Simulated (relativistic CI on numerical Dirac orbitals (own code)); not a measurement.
Calculated at this level of theory: Dirac-Coulomb-Breit CI, orbitals from a KLI potential per configuration, QED by a radiative potential, unscaled Slater integrals (own radial code, finite nucleus).

The strongest absorption lines from the ground level of an ion, among the configurations computed and to levels below about 13300 eV (vacuum wavelength in Å, gf): 0.9345 (0.089), 0.9639 (0.26), 1.0688 (0.5), 1.1974 (0.27), 1.2323 (0.91), 1.2413 (0.49), 1.4000 (2.3), 1.5360 (0.15).

Q: Which ion is it?
A. Ta⁶³⁺
B. Pt⁶⁸⁺
C. Eu⁵³⁺
D. Bi⁷³⁺

A: A. Ta⁶³⁺ has 10 electrons and the ground level 2s²2p⁶ ¹S0; the strongest line goes to 2s²2p⁵3d ¹P°1. The pattern of lines fixes the number of electrons, and along that sequence the line energies rise steadily with the charge (about as its square where n changes within one kind of shell, about linearly where n is kept but much faster in heavy ions where fine structure, which grows about as Z⁴, sets the gap, and irregularly where shells cross), which fixes Z. Configurations outside the model, such as inner-shell arrays, can give stronger lines. At this charge energies of transitions that change n are usually good to better than 1 %, and those within a shell (Δn = 0) to a few per cent.

LS names give the leading component of a level, which can be under half, so a name can repeat, a term be missing and a line seem to break the LS rules.
